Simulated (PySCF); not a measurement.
Isomers C₄H₁₀OSi₃:

A. `C[Si@@H]1C=C(C=O)[Si@@H]1[SiH3]`
B. SMILES [SiH3]C([SiH2]C#C)([SiH3])C=O
C. `[SiH3][SiH]([SiH3])c1ccco1`

Spectrum 1. 13C{1H} NMR (computed): δ 155.0 (CH), 153.9 (C), 129.4 (CH), 117.2 (CH).

Spectrum 2. 13C{1H} NMR (computed): δ 199.0 (CH), 180.6 (CH), 173.9 (C), -1.9 (CH3).

Spectrum 3. 13C{1H} NMR (computed): δ 209.3 (CH), 105.8 (CH), 88.5 (C), 29.7 (C).

[PySCF: geometry: GFN2-xTB; GIAO PBE0/pcSseg-1 shieldings; non-relativistic; isolated molecule; single conformer; one averaged value for each set of equivalent atoms]

Scale: 13C (σref 186.93) vs TMS (reference shieldings calculated alike). Shifts are as computed. Against solution values, carbons near 30 ppm lie about +3 ppm off and those near 130 ppm about +5 ppm. Of 1211 compounds with measured shifts, 218 miss one by over three times the rms of a fit or turn the order of signals round; such compounds aren't used in these exercises.

**Question.** Which spectrum belongs to which compound?

**Answer.** 1–C, 2–A, 3–B.

- Spectrum 1 (C): 4 13C signals; δC 129.4 is an aromatic CH; δC 155.0 is an aromatic CH next to the ring oxygen.
- Spectrum 2 (A): 4 13C signals; δC 199.0 is an aldehyde carbonyl carbon; δC 180.6 is a β carbon of a C=C–C=O unit.
- Spectrum 3 (B): 4 13C signals; δC 209.3 is an aldehyde carbonyl carbon; δC 88.5 is an alkyne carbon.
